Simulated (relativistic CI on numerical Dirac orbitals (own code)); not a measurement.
d5 in a ligand field

Computed with a parametric ligand-field model of a d^n configuration (Racah B and C, spin-orbit zeta, crystal field), exact diagonalisation.

Field parameters in Wybourne normalisation: Oh B⁴₀ = 21Dq, B⁴₄ = √(5/14) B⁴₀; Td as Oh with Dq negative (B⁴₀ = 21Dq, B⁴₄ = √(5/14) B⁴₀). The field is a parameter set, without covalency.

Problem. Lowest levels for B = 330, C = 1470, ζ = 4200 cm⁻¹, Oh, 10Dq = 34800 cm⁻¹?

Solution. Γ7 0 (S 0.58), Γ8 7592 (S 0.56), Γ8 28595 (S 1.38), Γ7 32357 (S 1.50), Γ8 33021 (S 1.46), Γ6 34056 (S 1.46), Γ8 35647 (S 1.07), Γ7 35726 (S 1.14), Γ6 35829 (S 1.40) cm⁻¹, with S from ⟨S²⟩ = S(S + 1). The ground level has 0.10 electrons in the cubic e pair; its S is far from a half-integer, so spin-orbit coupling mixes spin states.

Problem. Lowest levels for B = 640, C = 3020, ζ = 890 cm⁻¹, Oh, 10Dq = 7750 cm⁻¹?

Solution. Γ7 0 (S 2.49), Γ8 0 (S 2.49), Γ7 15440 (S 1.44), Γ8 15744 (S 1.49), Γ8 15955 (S 1.49), Γ6 16172 (S 1.50), Γ7 18756 (S 1.43), Γ8 18916 (S 1.45), Γ6 19285 (S 1.50) cm⁻¹, with S from ⟨S²⟩ = S(S + 1). The ground level has 2.00 electrons in the cubic e pair.

Problem. Lowest levels for B = 530, C = 2670, ζ = 170 cm⁻¹, Oh, 10Dq = 36350 cm⁻¹?

Solution. Γ7 0 (S 0.50), Γ8 285 (S 0.50), Γ8 23970 (S 1.50), Γ7 23975 (S 1.50), Γ8 24035 (S 1.50), Γ6 24073 (S 1.50), Γ6 28048 (S 1.50), Γ8 28050 (S 1.50), Γ8 28105 (S 1.50) cm⁻¹, with S from ⟨S²⟩ = S(S + 1). The ground level has 0.02 electrons in the cubic e pair.

Problem. Lowest levels for B = 470, C = 2190, ζ = 950 cm⁻¹, Td, 10Dq = -11550 cm⁻¹?

Solution. Γ7 0 (S 2.45), Γ8 3 (S 2.45), Γ8 3321 (S 0.75), Γ7 4418 (S 0.98), Γ6 5910 (S 1.50), Γ8 6045 (S 1.49), Γ8 6920 (S 1.44), Γ7 7582 (S 1.26), Γ7 9221 (S 1.48) cm⁻¹, with S from ⟨S²⟩ = S(S + 1). The ground level has 2.05 electrons in the cubic e pair.

Problem. Lowest levels for B = 820, C = 3960, ζ = 380 cm⁻¹, Oh, 10Dq = 4450 cm⁻¹?

Solution. Γ7+Γ8 0 (S 2.50), Γ7 25691 (S 1.50), Γ8 25706 (S 1.50), Γ8 25759 (S 1.50), Γ6 25807 (S 1.50), Γ7 27380 (S 1.50), Γ8 27443 (S 1.50), Γ6 27536 (S 1.50), Γ8 27543 (S 1.50) cm⁻¹, with S from ⟨S²⟩ = S(S + 1). The ground level has 2.00 electrons in the cubic e pair.
